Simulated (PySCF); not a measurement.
C₄H₆BNO. Atoms are numbered in the order given.

```xyz
13

C     -0.4330     2.5044     0.0000
C     -0.1809     1.0392     0.0000
C     -1.0619    -0.0011     0.0000
B     -0.1525    -1.2677     0.0000
O     -0.4161    -2.5990     0.0000
C      1.3309    -0.6235     0.0000
N      1.2498     0.6674     0.0000
H      0.0573     2.9679     0.8834
H     -1.5104     2.7517     0.0000
H      0.0573     2.9679    -0.8834
H     -2.1513     0.1430     0.0000
H     -1.3728    -2.7895     0.0000
H      2.3324    -1.0958     0.0000
```

Coordinates come from a PBE-D3(BJ)/def2-SVP optimisation. The structure was generated by enumeration, and PubChem lists no compound with its InChIKey, so it may never have been made. Other conformers were not sampled.

Method: PBE/def2-TZVP run with PySCF.

Symmetry labels are those of the subgroup Cs that the program uses (full group Cs).

Computed valence orbital energies around the gap with their symmetry:
```csv
orbital,symmetry,energy (eV)
HOMO−7,A',-10.01
HOMO−6,A",-9.38
HOMO−5,A',-9.29
HOMO−4,A',-9.02
HOMO−3,A",-8.47
HOMO−2,A',-7.69
HOMO−1,A",-5.85
HOMO,A',-5.78
LUMO,A",-3.39
LUMO+1,A',-0.18
LUMO+2,A",0.11
LUMO+3,A',0.76
```
